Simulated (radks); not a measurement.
The numbers below are computed, except where a source is named.
Q: All-electron atom: the zirconium ion Zr24+ in [Ne] 3s2 3p4 (the NIST ground configuration). Code: a radial shooting solver on a logarithmic mesh with Libxc functionals. Model: scalar-relativistic Kohn-Sham, PBEsol, spin-polarised, spherical densities, finite nucleus; open shells are filled with parallel spins first (spin-orbit coupling, left out, can overturn this in heavy ions); Fermi nuclear charge, rms radius 4.2694 fm. Some entries of the table are withheld. Estimate them.

orbital  occ.  eigenvalue (eV)  <r> (bohr)
1s up       1        -18893.15     0.03708
1s down     1        -18890.07     0.03708
2s up       1        -3519.916         (1)
2s down     1        -3517.489         (2)
2p up       3        -3261.786      0.1401
2p down     3        -3258.446      0.1400
3s up       1        -1273.155      0.4041
3s down     1        -1263.580      0.4048
3p up       3              (3)      0.3941
3p down     1              (4)      0.3948

A: 
(1) 2s up <r> (bohr): 0.1610
(2) 2s down <r> (bohr): 0.1609
(3) 3p up eigenvalue (eV): -1189.916
(4) 3p down eigenvalue (eV): -1180.273
